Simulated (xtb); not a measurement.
C3H9FOSi, SMILES CC(C)(F)[SiH2]O. All values are semi-empirical tight-binding results from xtb (GFN2-xTB unless named), good for trends rather than for accurate numbers. Geometry optimised at GFN2-xTB. This is a generated structure with no PubChem entry under its InChIKey; it may be hypothetical. The values are those of a single conformer.

Optimised geometry:

```xyz
15

C     -0.9968    -1.1926     0.9605
C     -0.6880    -0.1262    -0.0803
C     -1.8817     0.7878    -0.3002
F     -0.4645    -0.8105    -1.3028
Si     0.9614     0.8149     0.2688
O      2.1919    -0.2355     0.1872
H     -1.8677    -1.7759     0.6627
H     -0.1522    -1.8685     1.0757
H     -1.1983    -0.7192     1.9171
H     -1.6849     1.4738    -1.1202
H     -2.0665     1.3647     0.6012
H     -2.7717     0.2074    -0.5407
H      0.9996     1.2844     1.6452
H      1.0865     1.8661    -0.7394
H      2.2405    -0.8777    -0.5178
```
Charge 0, spin multiplicity 1.

Computed properties:
- orbital gap = 5.73 eV
- dipole moment = 0.98 D
- zero-point energy = 71.4 kcal/mol
- G − E(el) at 298.15 K (modified RRHO) = 50.8 kcal/mol
- static polarisability (D4 model) = 72.6 bohr³
- solvation energy, GFN2-xTB/ALPB(water) = -5.2 kcal/mol
- solvation energy, GFN2-xTB/ALPB(ether) = -7.2 kcal/mol

Question: Give the atomic charges and the Wiberg bond orders between heavy atoms. (The exact figures need the calculation; the answer reports its results.)

Answer: charges (e) C1 -0.11, C2 0.06, C3 -0.11, F4 -0.30, Si5 0.52, O6 -0.46, H7 0.05, H8 0.04, H9 0.03, H10 0.04, H11 0.03, H12 0.05, H13 -0.07, H14 -0.08, H15 0.32. Bond orders C1–C2 1.02, C2–C3 1.02, C2–F4 0.89, C2–Si5 0.80, Si5–O6 1.23.
